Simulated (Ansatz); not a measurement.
Ansatz results at the PBE0-D4/def2-TZVP geometry: LUMO energy (PBE0/def2-TZVPP) -0.85 eV; HOMO energy (B3LYP/def2-TZVPP) -6.97 eV; LUMO energy (ωB97M-V/def2-TZVPP) 0.75 eV.

Each molecule was computed in one conformer, which needn't be the lowest.

(1) Which molecule gave them?
A. `C=C([SiH3])[O][AlH][F]`
B. `FB1C=CO1`
C. `O[C]1=[C](Cl)[Al]1[F]`
D. `N/C=C/C=O`

Answers

(1) A. The others give `O[C]1=[C](Cl)[Al]1[F]`: -1.49, -7.01, 0.22; `N/C=C/C=O`: -0.70, -6.46, 1.43; `FB1C=CO1`: -1.32, -7.09, 0.86.

B3LYP here is the variant with VWN-RPA as its local correlation; programs differ in this.
